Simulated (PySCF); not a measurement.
Species: Zr(NH2)Cl3 (singlet state).
Bonds: Zr1–N2, Zr1–Cl5, Zr1–Cl6, Zr1–Cl7. Hydrogens: H3, H4 on N2.

Method: PySCF 2.14.0, PBE0-D3(BJ)/def2-SVP geometry optimisation, gas phase, def2 core potentials past Kr; density fitting, grid level 1; the optimiser is geomeTRIC in internal coordinates, started from a GFN2-xTB structure with every atom displaced at random (about 0.03 Å).

Geometry at step 3:
```
atom  x, y, z in Å
Zr1     0.0389   -0.0050   -0.6968
N2     -0.0441    0.0056    1.2905
H3      0.6986   -0.3469    1.8980
H4     -0.7951    0.3568    1.8874
Cl5     2.2800   -0.0539   -1.3418
Cl6    -1.0675    1.8639   -1.5670
Cl7    -1.0190   -1.9225   -1.5389
```

Q: What forces act on the atoms?

A: 
```
atom  Fx (eV/Å)  Fy (eV/Å)  Fz (eV/Å)
 Zr1     -0.030      0.018     -0.207
  N2      0.008      0.029      0.309
  H3     -0.046      0.005     -0.061
  H4      0.022     -0.028     -0.095
 Cl5      0.095     -0.004      0.023
 Cl6     -0.022      0.023      0.029
 Cl7     -0.027     -0.044      0.004
```

The largest, 0.31 eV/Å, acts on N2; the rms over all components is 0.090 eV/Å. The forces sum to zero within rounding, as they must for an isolated molecule in no field.

Q: Give the force on N2 in Eh/bohr and in nN.

A: 0.310 eV/Å ÷ 51.422 = 0.00604 Eh/bohr, and 0.310 eV/Å × 1.602 = 0.50 nN.

Q: How far is this geometry from the end of the optimisation?

A: 0.015 eV above it, and 0.056 Å rms away after alignment. The bonds farthest from their final lengths, with half the difference of the two atoms' forces along the bond (positive lengthens):

| bond | now (Å) | final (Å) | force along bond (eV/Å) |
| --- | --- | --- | --- |
| Zr1–Cl5 | 2.333 | 2.342 | +0.03 |
| Zr1–Cl7 | 2.346 | 2.343 | -0.01 |
| N2–H3 | 1.022 | 1.019 | -0.13 |
| N2–H4 | 1.022 | 1.019 | -0.13 |

The angle farthest from its final value is Cl5–Zr1–Cl6, 111.6° against 116.2°.

What follows is the cost of the whole optimisation. Time: 2.8 min; peak memory 0.42 GiB. Hardware: an Arm Neoverse N1 with one thread (shared host).
